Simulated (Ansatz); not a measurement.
```xyz
12

C     0.640   -0.302   -1.342
N     0.049    0.139   -0.108
C     0.859    1.112    0.573
Zn   -1.420   -0.610    0.613
O    -2.950   -1.235    1.249
H     0.006   -1.031   -1.853
H     0.793    0.539   -2.037
H     1.625   -0.773   -1.190
H     1.856    0.719    0.832
H     0.389    1.445    1.502
H     1.020    2.006   -0.049
H    -2.868   -2.008    1.810
```

Total charge 0; spin multiplicity 1.

Problem. List the PBE/def2-TZVPP orbital energies in eV (Ansatz). (Best estimate.)

Solution. Ansatz gave: Occupied: -9407.30, -1133.88, -999.67, -999.65, -999.59, -509.63, -380.16, -269.34, -269.34, -126.07, -83.49, -83.44, -83.32, -23.63, -22.00, -17.33, -14.99, -12.79, -11.92, -11.88, -11.60, -11.59, -11.10, -10.72, -10.55, -10.08, -9.21, -8.81, -7.81, -7.40, -6.59, -4.62. Lowest empty: -1.48, -0.46, -0.21, 0.54, 1.43, 2.03, 2.11, 2.55.
